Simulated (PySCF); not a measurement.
**Cr⁺: excitation energy**

Cr⁺ [Ar] 3d5 (6S) → Cr⁺ [Ar] 3d4 4s1 (6D), as a difference of total energies. All numbers are calculated (PySCF 2.14, the spin-free X2C one-electron Hamiltonian (Gaussian nucleus), in ANO-RCC-VTZP (6s5p3d2f1g, 59 functions)). Correlated levels: valence: [Ar] frozen; valence and next inner shell: [Ne] frozen. The calculations carry no spin-orbit coupling.

```tsv
method	excitation energy (cm⁻¹)
UHF	6316.6
LDA	14454
PBE	13250
PBE0	12672
HSE06	12167
PBEsol	14068
BHandHLYP	10739
MP2 (valence)	11625
MP2 (valence and next inner shell)	14492
SCS-MP2 (valence and next inner shell)	10812
```

Estimate what r2SCAN gives.

11944 cm⁻¹, closest to HSE06 among the rows shown.

Estimate what SCS-MP2 (valence) gives.

8086.0 cm⁻¹, closest to UHF among the rows shown.

Errors of the correlated levels include the incompleteness of this basis and the frozen core.

The basis was made for the ground configuration and has no added diffuse functions, so the excitation energy can come out too high.

For comparison: 12278 cm⁻¹ (measured; NIST levels, between the centres of gravity of the two terms).
